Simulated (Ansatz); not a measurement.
The first iterations of a band of Cl2H3NSi + H3P (11 atoms, charge 0, multiplicity 1).

All numbers below come from Ansatz, RKS LDA/def2-SVP.

```json
{
 "movable images": "5",
 "climbing image": "yes",
 "spring": "5.0 eV/Å²",
 "optimiser": "quadratic models (default)",
 "start path": "through a guess of the saddle point",
 "force threshold": "0.05 eV/Å",
 "iteration limit": "60",
 "end points": "relaxed"
}
```

First end point:

```xyz
11
Properties=species:S:1:pos:R:3
Si -0.215 0.336 -0.138
H -0.452 0.462 1.331
Cl 1.836 0.435 -0.417
Cl -1.023 1.914 -1.166
N -0.955 -1.077 -0.732
H -0.809 -1.961 -0.232
H -1.108 -1.207 -1.736
P 1.955 -2.529 1.205
H 1.285 -3.723 1.673
H 1.247 -2.555 -0.052
H 0.952 -1.679 1.806
```

Last end point:

```xyz
11
Properties=species:S:1:pos:R:3
Si 0.415 -0.590 -0.531
H -0.038 -0.009 2.719
Cl 1.811 0.168 -1.861
Cl -0.479 1.043 0.355
N -0.864 -1.455 -1.254
H -0.692 -2.370 -1.683
H -1.619 -0.940 -1.719
P 1.604 -1.773 0.948
H 0.446 -2.551 1.318
H 1.963 -2.692 -0.110
H 0.165 -0.416 3.359
```

| iteration | highest image above the first end (eV) | largest band force component (eV/Å) |
| --- | --- | --- |
| 1 | 5.132 | 18.280 |
| 2 | 3.861 | 7.000 |
| 3 | 2.785 | 3.415 |
| 4 | 2.283 | 1.186 |
| 5 | 2.151 | 0.687 |
| 6 | 2.027 | 0.580 |

**Question.** Does the band converge within its limit, and where does its top end?

**Answer.** It converged. It ended after 19 iterations with the highest image 1.958 eV above the first end. Beside the main top the profile has a ripple of under 15 meV (maxima at images 1, 3), which may be a very shallow well or noise. Neighbouring images differ by up to 2.0 eV, so the band resolves the path poorly. A vibrational analysis at the climbing image gives one clearly imaginary mode, 961i cm⁻¹: a first-order saddle point. The orbitals stay closed-shell, which can raise the energy where a bond breaks towards radicals; this wasn't checked here.

The run took 95 s on 4 threads of Intel(R) Xeon(R) Platinum 8259CL CPU @ 2.50GHz (Skylake/Cascade Lake), with other jobs on the host, peak memory 0.2 GiB.
